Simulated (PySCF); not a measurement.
Adding and removing an electron: K₂

r²SCAN; basis K pcseg-1; no relativity; PySCF 2.14. Neutral (UKS): singlet (closed shell), Re = 4.087 Å, ωe = 90.5 cm⁻¹, De = 0.39 eV, HOMO -2.48 eV, LUMO -1.48 eV.

K₂⁺ (UKS): doublet (σ ↑), Re = 4.530 Å, ωe = 73.6 cm⁻¹, De = 0.88 eV to K⁺ + K. The energies at the minima are -1199.61639 hartree for K2 and -1199.47859 for K₂⁺.

Q: Work out the adiabatic ionisation energy, without and with harmonic zero-point energies (1 hartree = 27.2114 eV, 1 eV = 8065.5 cm⁻¹), and the change of the bond length.

A: At r²SCAN: 0.13780 hartree = 3.750 eV between the minima; the zero-point term (73.6 − 90.5)/2 cm⁻¹ = -0.001 eV makes it 3.749 eV. Re changes by +44.3 pm against the neutral. Minus the HOMO energy is 2.48 eV, -1.27 eV from the value between the minima; self-interaction puts the Kohn–Sham level too high, less so with exact exchange. The electron leaves a σ orbital, and the longer bond of the ion fits a bonding orbital, or a change in how ionic the bond is.

Closed-shell solutions of metal pairs were not tested for spin polarisation, which can lower them a little. Weak bonds: K2. Basis-set superposition, not corrected here, can be much of De in a small basis, most of all at correlated wavefunction levels. States were picked by a PBE0 search and need not be the measured ground states.
